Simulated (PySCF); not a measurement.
C6H5N3.
Z-matrix (Å and degrees, PBE0-D3(BJ)/def2-SVP geometry), rows numbered from 1:
```
C 
C   1  1.4142
C   2  1.3856  1  122.11
C   3  1.4009  2  116.14  1    -0.02
N   4  1.3597  3  135.05  2   179.95
N   5  1.3426  4  111.08  3  -180.00
N   6  1.2777  5  109.32  4     0.04
C   7  1.3732  6  108.68  5    -0.02
C   1  1.3837  2  121.51  3     0.04
H   1  1.0922  2  118.82  3  -179.99
H   2  1.0925  1  118.84  3   179.96
H   3  1.0914  2  121.58  1   179.97
H   5  1.0115  4  129.65  3     0.21
H   9  1.0912  1  122.27  2   179.98
```

The calculation used PySCF 2.14.0, PBE0-D3(BJ)/def2-SVP geometry optimisation, gas phase.

Take the most abundant isotopes and a rigid rotor. 

Give the principal moments of inertia and the rotational constants in MHz.

Ia = 125.33, Ib = 300.21, Ic = 425.54 u·Å²; 505379 MHz·u·Å²/I gives A = 4032, B = 1683, C = 1188 MHz.

Classify the top.

An asymmetric top: κ = (2 × 1683 − 4032 − 1188)/(4032 − 1188) = -0.65.

What does the inertial defect say?

Planar: Δ = Ic − Ia − Ib = 0.00 u·Å². For a rigid frame Δ = −2 Σ m c², so it vanishes when all atoms lie in the ab plane; here none is more than 0.01 Å from it.

List the rotational levels J(Ka,Kc) to J = 3 (cm⁻¹).

Above 0(0,0):
J = 1: 1(0,1) 0.0958, 1(1,1) 0.1741, 1(1,0) 0.1907
J = 2: 2(0,2) 0.2850, 2(1,2) 0.3491, 2(1,1) 0.3987, 2(2,1) 0.6338, 2(2,0) 0.6361
J = 3: 3(0,3) 0.5631, 3(1,3) 0.6102, 3(1,2) 0.7093, 3(2,2) 0.9211, 3(2,1) 0.9325, 3(3,1) 1.3556, 3(3,0) 1.3558
Those of J = 1 are B + C, A + C and A + B.

Which lines would a microwave search look for?

The dipole components are |μa| = 2.32 D, |μb| = 3.27 D, |μc| = 0.00 D; the mirror of this Cs structure is the ab plane, so μc vanishes by symmetry and there are no c-type lines. Intensities carry the squares of the components, which stand as 0.50 : 1.00 (a : b). Some lines, for components of 0.1 D or more:

| type | branch | J(Ka,Kc) | MHz | lower level (cm⁻¹) |
| --- | --- | --- | --- | --- |
| b | R | 5(2,3) ← 4(3,2) | 3084 | 1.743 |
| b | Q | 3(1,2) ← 3(0,3) | 4380 | 0.563 |
| a | Q | 4(1,3) ← 4(1,4) | 4914 | 0.956 |
| a | R | 2(1,2) ← 1(1,1) | 5246 | 0.174 |
| b | Q | 4(2,2) ← 4(1,3) | 6442 | 1.120 |
| b | Q | 5(1,4) ← 5(0,5) | 7822 | 1.367 |
| a | R | 3(0,3) ← 2(0,2) | 8340 | 0.285 |
| a | R | 3(2,1) ← 2(2,0) | 8886 | 0.636 |
| a | R | 3(1,2) ← 2(1,1) | 9309 | 0.399 |
| a | R | 4(1,4) ← 3(1,3) | 10369 | 0.610 |
| b | Q | 4(2,3) ← 4(1,4) | 10380 | 0.956 |
| a | R | 4(3,1) ← 3(3,0) | 11646 | 1.356 |
| b | Q | 5(2,4) ← 5(1,5) | 11713 | 1.385 |
| a | R | 5(0,5) ← 4(0,4) | 13239 | 0.925 |
| b | R | 2(2,0) ← 1(1,1) | 13851 | 0.174 |
| b | R | 3(2,2) ← 2(1,1) | 15660 | 0.399 |
| b | R | 4(2,3) ← 3(1,2) | 17780 | 0.709 |
| b | Q | 5(4,1) ← 5(3,2) | 17873 | 2.233 |
| b | Q | 5(4,2) ← 5(3,3) | 18040 | 2.228 |
| b | Q | 4(4,1) ← 4(3,2) | 18067 | 1.743 |
| b | R | 5(2,4) ← 4(1,3) | 19664 | 1.120 |
| b | R | 3(3,0) ← 2(2,1) | 21645 | 0.634 |
| b | R | 5(3,2) ← 4(2,3) | 27914 | 1.302 |
| b | R | 4(4,1) ← 3(3,0) | 29669 | 1.356 |
| b | R | 5(5,0) ← 4(4,1) | 37738 | 2.345 |

Estimate the classical rotational partition function at 50 K, 100 K and 500 K.

Point group Cs, symmetry number σ = 1; q = (√π/σ)·√((kT/h)³/(ABC)), k/h = 20836.6 MHz/K: 21000 at 50 K, 59400 at 100 K, 664000 at 500 K.

Stationary, but not proved a minimum. These are rigid-rotor constants of the computed structure; measured ground-state constants (B0) also hold zero-point vibration. Quadrupole hyperfine structure (14N) is left out.

The run took 67 s on one thread, Arm Neoverse V2 (aarch64), no GPU, shared host with 32 logical CPUs at a one-minute load of 18, and the process peaked at 0.60 GiB of memory. This is the geometry optimisation.
